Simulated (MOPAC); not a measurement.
MOPAC input (PM7):

```
PM7 FORCE THERMO(298,298) PRECISE LET UHF MS=0.5 GEO-OK AUX(PRECISION=9) THREADS=1
BrCl2Ge

Cl   -1.81582203 1   -1.32121918 1   -0.22499270 1
Ge   -0.38762800 1    0.09497262 1    0.47718277 1
Cl   -0.99840550 1    2.01152477 1   -0.22408717 1
Br    1.72115453 1   -0.42207650 1   -0.22346452 1
```

From the output:

```
    Br    4   0.224006   1.839479   0.223927   1.765994

          HEAT OF FORMATION =     -47.948506 KCALS/MOLE

          ZERO POINT ENERGY       1.915 KCAL/MOL

           NORMAL COORDINATE ANALYSIS (Total motion = 1 Angstrom)

   Root No.       1         2         3         4         5         6

                 1 A"      1 A'      2 A'      3 A'      4 A'      2 A"

                  89.1     101.1     112.4     241.6     377.7     417.5

           1   -0.1411    0.0490    0.0965   -0.2481    0.3026    0.3597
           2    0.1467    0.3375    0.1360   -0.0135    0.0025   -0.0035
           3    0.2302    0.1407   -0.2265    0.0006   -0.0069   -0.0054
           4   -0.1527    0.0533    0.1146   -0.0296   -0.1492   -0.2222
           5   -0.1123   -0.0724   -0.1557    0.0402    0.2027   -0.1635
           6   -0.0000   -0.0740    0.2388    0.2301    0.1119   -0.0000
           7    0.0981   -0.3368   -0.1585    0.0867   -0.0924    0.1037
           8   -0.1784    0.0536   -0.0517    0.2329   -0.2882    0.3444
           9   -0.2302    0.1407   -0.2265    0.0006   -0.0069    0.0054
          10    0.1578    0.0793   -0.0766    0.0985    0.0422   -0.0037
          11    0.1161   -0.1077    0.1041   -0.1339   -0.0574   -0.0027
          12    0.0000   -0.0576   -0.0159   -0.2096   -0.0955    0.0000

           MASS-WEIGHTED COORDINATE ANALYSIS (NORMAL COORDINATES)

   Root No.       1         2         3         4         5         6

                 1 A"      1 A'      2 A'      3 A'      4 A'      2 A"

                  89.1     101.1     112.4     241.6     377.7     417.5

           1   -0.2389    0.0831    0.1546   -0.3931    0.4971    0.5585
           2    0.2484    0.5723    0.2178   -0.0214    0.0041   -0.0054
           3    0.3897    0.2386   -0.3628    0.0010   -0.0113   -0.0084
           4   -0.3698    0.1293    0.2627   -0.0671   -0.3506   -0.4937
           5   -0.2721   -0.1758   -0.3569    0.0912    0.4764   -0.3633
           6   -0.0000   -0.1797    0.5474    0.5217    0.2630   -0.0000
           7    0.1661   -0.5711   -0.2539    0.1373   -0.1518    0.1610
           8   -0.3020    0.0908   -0.0829    0.3690   -0.4734    0.5348
           9   -0.3897    0.2386   -0.3628    0.0010   -0.0113    0.0084
          10    0.4010    0.2018   -0.1842    0.2344    0.1041   -0.0087
          11    0.2951   -0.2742    0.2503   -0.3185   -0.1415   -0.0064
          12    0.0000   -0.1467   -0.0383   -0.4986   -0.2355    0.0000

          DESCRIPTION OF VIBRATIONS

 VIBRATION          1    1A"         ATOM PAIR     ENERGY CONTRIBUTION    RADIAL
 FREQUENCY            89.14         Ge2 -- Br4         +46.2% (137.2%)      0.0%
 TRANSITION DIPOLE   0.9418         Cl1 -- Ge2         +26.9% (104.6%)      3.9%
 TRAVEL (Ang.)       0.2382         Ge2 -- Cl3         +26.9% (104.6%)      3.9%
 REDUCED MASS       13.3300
 EFFECTIVE MASS     63.2388
 FORCE CONSTANT      0.0624

 VIBRATION          2    1A'         ATOM PAIR     ENERGY CONTRIBUTION    RADIAL
 FREQUENCY           101.14         Cl1 -- Ge2         +43.8% ( 83.6%)      0.3%
 TRANSITION DIPOLE   1.1221         Ge2 -- Cl3         +43.8% ( 83.6%)      0.3%
 TRAVEL (Ang.)       0.2279         Ge2 -- Br4         +12.5% ( 44.6%)     15.6%
 REDUCED MASS       12.8316
 EFFECTIVE MASS     44.1732
 FORCE CONSTANT      0.0773

 VIBRATION          3    2A'         ATOM PAIR     ENERGY CONTRIBUTION    RADIAL
 FREQUENCY           112.44         Ge2 -- Cl3         +33.5% ( 86.9%)      1.0%
 TRANSITION DIPOLE   1.6892         Cl1 -- Ge2         +33.5% ( 86.9%)      1.0%
 TRAVEL (Ang.)       0.1668         Ge2 -- Br4         +33.0% ( 86.2%)      0.0%
 REDUCED MASS       21.5463
 EFFECTIVE MASS     59.1725
 FORCE CONSTANT      0.1605

 VIBRATION          4    3A'         ATOM PAIR     ENERGY CONTRIBUTION    RADIAL
 FREQUENCY           241.64         Ge2 -- Br4         +55.0% ( 92.5%)     95.8%
 TRANSITION DIPOLE   2.5920         Cl1 -- Ge2         +22.5% ( 59.1%)     27.2%
 TRAVEL (Ang.)       0.1161         Ge2 -- Cl3         +22.5% ( 59.1%)     27.2%
 REDUCED MASS       20.7041
 EFFECTIVE MASS     65.2259
 FORCE CONSTANT      0.7123

 VIBRATION          5    4A'         ATOM PAIR     ENERGY CONTRIBUTION    RADIAL
 FREQUENCY           377.71         Ge2 -- Cl3         +38.6% ( 73.5%)     70.7%
 TRANSITION DIPOLE   6.7036         Cl1 -- Ge2         +38.6% ( 73.5%)     70.7%
 TRAVEL (Ang.)       0.1005         Ge2 -- Br4         +22.9% ( 56.6%)     89.8%
 REDUCED MASS       17.6799
 EFFECTIVE MASS     53.6021
 FORCE CONSTANT      1.4861

 VIBRATION          6    2A"         ATOM PAIR     ENERGY CONTRIBUTION    RADIAL
 FREQUENCY           417.45         Ge2 -- Cl3         +44.2% ( 74.4%)     89.6%
 TRANSITION DIPOLE   5.8844         Cl1 -- Ge2         +44.2% ( 74.4%)     89.6%
 TRAVEL (Ang.)       0.0970         Ge2 -- Br4         +11.6% ( 38.1%)      0.0%
 REDUCED MASS       17.1557
 EFFECTIVE MASS     47.8920
 FORCE CONSTANT      1.7614

      SYMMETRY NUMBER FOR POINT-GROUP Cs  =  1

          SYSTEM IS A GROUND STATE

 BrCl2Ge

          MOLECULE IS NOT LINEAR

          THERE ARE  6 GENUINE VIBRATIONS IN THIS SYSTEM
          THIS THERMODYNAMICS CALCULATION IS LIMITED TO
          MOLECULES WHICH HAVE NO INTERNAL ROTATIONS

                    CALCULATED THERMODYNAMIC PROPERTIES
                                          *
   TEMP. (K)   PARTITION FUNCTION   H.O.F.    ENTHALPY  HEAT CAPACITY ENTROPY
                                   KCAL/MOL   CAL/MOLE    CAL/K/MOL  CAL/K/MOL

 298.00  VIB.     0.3530D+02                  2082.9328    10.5696    14.0716
         ROT.     0.6036D+06                   888.2803     2.9808    29.4320
         INT.     0.2131D+08                  2971.2131    13.5504    43.5036
         TRA.     0.3228D+28                  1480.4672     4.9680    42.1117
         TOT.                      -47.949    4451.6803    18.5184    85.6153

   *: NOTE: HEATS OF FORMATION ARE RELATIVE TO THE
            ELEMENTS IN THEIR STANDARD STATE AT 298K
              (=  Standard Enthalpy of Formation).

            Hvib:  Zero-point energy is not included.
                   frequencies of less than zero cm-1 are not included.
            Hrot = (3/2)RT
            Htra = (3/2)RT + pV = (5/2)RT

            Heat capacity is Cp, not Cv

          For more information, see: HTTP://OpenMOPAC.net/Manual/thermochemistry.html

           FORCE CONSTANT IN CARTESIAN COORDINATES (Millidynes/A)

    ATOM   CHEMICAL       X               Y               Z
   NUMBER   SYMBOL  FORCE CONSTANT  FORCE CONSTANT  FORCE CONSTANT

      1      Cl        2.077191        0.095267        0.072822
      2      Ge        2.669050        2.496788        1.278153
      3      Cl        0.278613        1.893842        0.072825
      4      Br        0.323720        0.518835        1.067836

 **********************
 *                    *
 * JOB ENDED NORMALLY *
 *                    *
 **********************
```
